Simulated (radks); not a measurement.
The mean radii <r> (bohr) of the occupied orbitals of an atom or ion are listed with their occupations. All-electron calculation, Dirac Kohn-Sham, PBE, spin-unpolarised, spherical densities, finite nucleus; Fermi nuclear charge, rms radius of each element as measured or else 0.836 A^(1/3) + 0.57 fm. Program: a radial shooting solver on a logarithmic mesh with Libxc functionals.

| orbital | occ. | <r> |
|---|---|---|
| 1s1/2 | 2 | 0.02232 |
| 2s1/2 | 2 | 0.09459 |
| 2p1/2 | 2 | 0.07907 |
| 2p3/2 | 4 | 0.08580 |
| 3s1/2 | 2 | 0.2492 |
| 3p1/2 | 2 | 0.2388 |
| 3p3/2 | 4 | 0.2517 |
| 3d3/2 | 4 | 0.2235 |
| 3d5/2 | 6 | 0.2276 |
| 4s1/2 | 2 | 0.5660 |
| 4p1/2 | 2 | 0.5791 |
| 4p3/2 | 4 | 0.6084 |
| 4d3/2 | 4 | 0.6482 |
| 4d5/2 | 6 | 0.6587 |
| 5s1/2 | 2 | 1.382 |
| 5p1/2 | 2 | 1.560 |
| 5p3/2 | 4 | 1.657 |
| 4f5/2 | 3 | 0.9574 |
| 4f7/2 | 4 | 0.9765 |
| 6s1/2 | 1 | 3.861 |

Name the element and its charge. Open shells, if any, are shared by 2j + 1.

Answer. Z = 63, europium, charge +1: Eu+ in [Xe] 4f7 6s1. The 1s radius gives Z: for a bare nucleus <r> = (2 gamma + 1)/(2Z) with gamma = sqrt(1 - (Z/c)^2), 0.02203 bohr for Z = 63, and screening makes it slightly larger (0.02232 here). The occupations add up to 62, and the charge is Z minus that.
